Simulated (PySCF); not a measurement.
Ga: excitation energy

Ga [Ar] 3d10 4s2 4p1 (2P) → Ga [Ar] 3d10 4s1 4p1 5s1 (4P), as a difference of total energies. All numbers are calculated (PySCF 2.14, a scalar-relativistic core potential, in aug-cc-pwCVTZ-PP with ECP10MDF (8s7p6d4f1g, 96 functions)). Correlated levels: valence: 3s2 3p6 3d10 frozen. The calculations carry no spin-orbit coupling.

```
           method  excitation energy (eV)
              UHF                   7.256
    MP2 (valence)                   8.051
SCS-MP2 (valence)                   8.292
   CCSD (valence)                   8.281
CCSD(T) (valence)                   8.304
```

Question: How much does correlation contribute at CCSD(T) (valence)?

Answer: 8.304 − (7.256) = 1.048 eV, measured against UHF.

The upper state lies above the first ionisation limit, but in LS coupling its spin forbids autoionisation to the ground ion. A Rydberg-like electron needs more diffuse functions than a valence basis has.

The promoted electron is Rydberg-like, and one or two diffuse shells describe it only roughly, which tends to raise the upper state.
